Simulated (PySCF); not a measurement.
**Bromine: a sound run and one with changed settings**

Sound run: Br²⁺ [Ar] 3d10 4s2 4p3, Br³⁺ [Ar] 3d10 4s2 4p2. All numbers are calculated (PySCF 2.14, scalar relativity by spin-free X2C-1e, in cc-pVDZ-DK). The sound run starts from symmetry-adapted Hartree-Fock orbitals and uses a fine grid where one is needed.

Changed run: 14 angular points. This setting is unsound on purpose.

```tsv
species	method	sound run (hartree)	changed run (hartree)	converged
Br²⁺	UHF	-2603.15952	-2603.15952	yes
Br²⁺	M06-L	-2604.78809	-2604.78809	yes
Br²⁺	r2SCAN	-2604.85394	-2604.85394	yes
Br³⁺	UHF	-2601.88762	-2601.88762	yes
Br³⁺	M06-L	-2603.50979	-2603.50992	yes
Br³⁺	r2SCAN	-2603.55191	-2603.55478	yes
```

Ionisation energy of Br²⁺:

```
method  sound run (eV)  changed run (eV)
   UHF          34.610            34.610
 M06-L          34.784            34.781
r2SCAN          35.430            35.352
```

A coarse angular grid integrates products of high-l functions wrongly, so density functionals can shift, and the SCF can exploit the error; Hartree-Fock and MP2 need no grid.

For comparison, NIST gives 34.871 ± 0.019 eV between the lowest levels.
